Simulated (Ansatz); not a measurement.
Reaction (formal exchange of groups at the Se–Ge bond): `[CH3][GeH]([F])[SeH]` + `C=[CH][GeH3]` → `C=[C]([GeH3])[SeH]` + `[CH3][GeH2][F]`

Computed with Ansatz on PBE0-D4/def2-TZVP structures; ΔE is electronic, products minus reactants. CBS: MP2 limit from def2 TZ/QZ plus the TZ coupled-cluster correction, frozen cores. DFT in def2-TZVPP. For Ge, Se outer-core shells are correlated without core-valence functions, which leaves a few kJ/mol of doubt a bond. Scalar relativity is left out up to krypton. Each species was taken in one conformer, which may not be the lowest.

| species | r2SCAN-D4 energy (Eh) |
| --- | --- |
| `[CH3][GeH]([F])[SeH]` | -4619.56923 |
| `C=[CH][GeH3]` | -2156.75361 |
| `C=[C]([GeH3])[SeH]` | -4558.30012 |
| `[CH3][GeH2][F]` | -2217.98415 |

Question: Work out ΔE.

Answer: ΔE = (-4558.30012) + (-2217.98415) − (-4619.56923) − (-2156.75361) = 0.03857 Eh = +101.3 kJ/mol. CCSD(T)/CBS gives +100.1 kJ/mol.

Largest T1 diagnostic among the species: 0.012.

The D4 term adds −3.6 kJ/mol with B3LYP and −1.7 kJ/mol with PBE0; it sums over pairs of atoms, weighted by their polarisabilities, and B3LYP, whose exchange is more repulsive, gets the larger term. From PBE to PBE0 (25 % exact exchange), in def2-TZVPP and without D4, ΔE moves by +4.0 kJ/mol.

B3LYP here is the variant with VWN-RPA as its local correlation; programs differ in this.
